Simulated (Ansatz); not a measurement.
Geometry optimisation, RKS PBE0-D4/def2-SVP in Ansatz 0.2.0.

The input (input.yaml):

```yaml
crystal:
  periodic: [false, false, false]
  atoms:
    - { symbol: C, position_ang: [-0.5488, -0.4913, -0.5367] }
    - { symbol: Zn, position_ang: [0.0198, 1.2375, -1.5819] }
    - { symbol: Ge, position_ang: [0.4236, -0.1214, 1.0399] }
    - { symbol: H, position_ang: [-0.7292, -1.5216, -0.6457] }
    - { symbol: H, position_ang: [-1.5538, 0.1003, -0.4959] }
    - { symbol: H, position_ang: [0.5386, 1.4181, 1.3158] }
    - { symbol: H, position_ang: [1.9111, -0.6897, 0.8588] }
basis:
  gaussian: { orbitals: def2-SVP }
hamiltonian:
  xc: pbe0
  dispersion: d4
relax:
  f_tol: 0.015
  max_steps: 40
output:
  orbitals: {}
```

Run as:

```bash
$ ansatz run input.yaml --threads 2 --pin off --max-ram 3072MiB --backend cpu --events-out ev --progress --plain --runs-dir out
```

Where does it end, and by what steps?

The run converged. After 13 steps the energy has fallen by 1.135 eV; Zn2 moved furthest, 1.30 Å. Parted: C1–Zn2, Zn2–Ge3.

```json
{"step": "0", "energy less start (eV)": "0.0000", "largest force component (eV/Å)": "3.449", "accepted": "yes"}
{"step": "1", "energy less start (eV)": "-0.6820", "largest force component (eV/Å)": "0.956", "accepted": "yes"}
{"step": "2", "energy less start (eV)": "-0.9119", "largest force component (eV/Å)": "1.024", "accepted": "yes"}
{"step": "3", "energy less start (eV)": "-1.0255", "largest force component (eV/Å)": "0.490", "accepted": "yes"}
{"step": "4", "energy less start (eV)": "-1.0906", "largest force component (eV/Å)": "0.315", "accepted": "yes"}
{"step": "5", "energy less start (eV)": "-1.1130", "largest force component (eV/Å)": "0.124", "accepted": "yes"}
{"step": "6", "energy less start (eV)": "-1.1162", "largest force component (eV/Å)": "0.100", "accepted": "yes"}
{"step": "7", "energy less start (eV)": "-1.1216", "largest force component (eV/Å)": "0.120", "accepted": "yes"}
{"step": "8", "energy less start (eV)": "-1.1236", "largest force component (eV/Å)": "0.105", "accepted": "yes"}
{"step": "9", "energy less start (eV)": "-1.1291", "largest force component (eV/Å)": "0.232", "accepted": "yes"}
{"step": "10", "energy less start (eV)": "-1.1228", "largest force component (eV/Å)": "0.075", "accepted": "no"}
{"step": "11", "energy less start (eV)": "-1.1331", "largest force component (eV/Å)": "0.046", "accepted": "yes"}
{"step": "12", "energy less start (eV)": "-1.1344", "largest force component (eV/Å)": "0.030", "accepted": "yes"}
{"step": "13", "energy less start (eV)": "-1.1347", "largest force component (eV/Å)": "0.014", "accepted": "yes"}
```

```xyz
7
Properties=species:S:1:pos:R:3
C -0.611 -0.369 -0.219
Zn -0.259 1.025 -2.829
Ge 0.601 -0.033 1.038
H -0.523 -1.244 -0.868
H -1.562 0.169 -0.246
H 0.489 1.171 1.972
H 1.928 -0.787 1.107
```

Run time: 44 s on 2 threads of Arm Neoverse V1, on a shared host, peak memory 0.22 GiB.
